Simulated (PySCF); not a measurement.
Work out the structure from these simulated measurements.

Formula: C5H11FO.

- Dipole: 1.36 D [B3LYP/def2-SVPD]
- 13C NMR: chemical shifts (computed TMS as zero) by class: 80.3 (1 C), 72.8 (1 C), 57.7 (1 C), 42.0 (1 C), 18.0 (1 C) ppm [GIAO KT2/pcSseg-1]
- UV, first state: lowest singlet excitation: 6.80 eV (182 nm, f = 0.004) [TDDFT B3LYP/def2-SVPD]
- Rotational structure: rotational constants A, B, C: 3.558, 1.726, 1.368 GHz [PBE0-D3(BJ)/def2-SVP]
- XPS: C1s 290.6, C1s 290.7, C1s 292.0, C1s 292.1, C1s 292.8, O1s 538.2, F1s 692.2 eV [ΔSCF SCAN, pcX-2 on the ionised atom, pcseg-1 elsewhere, spin-free X2C]
- NMR, other nuclei: isotropic shieldings of nuclei other than C and H, by class: 286 (1 O), 409 (1 F) ppm [GIAO KT2/pcSseg-1]
- 1H NMR: chemical shifts (computed TMS as zero) by class: 4.87 (1 H), 4.43 (1 H), 3.44 (3 H), 3.33 (1 H), 1.67 (1 H), 1.09 (1 H), 1.06 (3 H) ppm [GIAO KT2/pcSseg-1]

The electronic properties come from PySCF, for the isolated species, density fitting. Levels stand in brackets. Isolated species at its PBE0-D3(BJ)/def2-SVP geometry (one conformer only). NMR classes are plain means over equivalent atoms (diastereotopic ones count apart unless rotation or inversion swaps them), as if these changed places fast.

Question: What is the compound? Reason from the data.

Answer: Numbering: `[CH3:1][O:2][C@H:3]([CH3:4])[CH2:5][CH2:6][F:7]`. Its formula, C5H11FO, gives 0 degrees of unsaturation, so no ring and no π bond. 5 carbons fall into 5 classes; from least to most shielded: sp3 C–F carbon [C6] (80.3 ppm), sp3 carbon bound to oxygen [C3] (72.8 ppm), methoxy carbon [C1] (57.7 ppm), chain CH2 carbon [C5] (42.0 ppm), methyl carbon [C4] (18.0 ppm). Hydrogen classes from least to most shielded: 1 H on an sp3 C–F carbon, C6 (4.87 ppm), 1 H on an sp3 C–F carbon, C6 (4.43 ppm), 3 H on a methoxy carbon, C1 (3.44 ppm, a mean of values up to 0.7 ppm apart in this geometry), 1 H on an sp3 carbon bound to oxygen, C3 (3.33 ppm), 1 H on a chain CH2 carbon, C5 (1.67 ppm), 1 H on a chain CH2 carbon, C5 (1.09 ppm), 3 H on a methyl carbon, C4 (1.06 ppm, a mean of values up to 1.3 ppm apart in this geometry). The other shieldings belong to: 286 ppm, ether oxygen [O2]; 409 ppm, alkyl fluorine [F7]. The core levels belong to: C1s 290.6 eV, methyl carbon [C4]; C1s 290.7 eV, chain CH2 carbon [C5]; C1s 292.0 eV, sp3 carbon bound to oxygen [C3]; C1s 292.1 eV, methoxy carbon [C1]; C1s 292.8 eV, sp3 C–F carbon [C6]; O1s 538.2 eV, ether oxygen [O2]; F1s 692.2 eV, alkyl fluorine [F7]. The optimised geometry has point group C1 and is an asymmetric top. Structure: `CO[C@H](C)CCF`. The assignments are read from this structure; whether some other isomer fits the data as well wasn't checked. The mirror image fits equally.

Conformer computed: `[CH3:1][O:2][C@H:3]([CH3:4])[CH2:5][CH2:6][F:7]`: C1–O2–C3–C4 -80°, O2–C3–C5–C6 -60°, C3–C5–C6–F7 -61°.
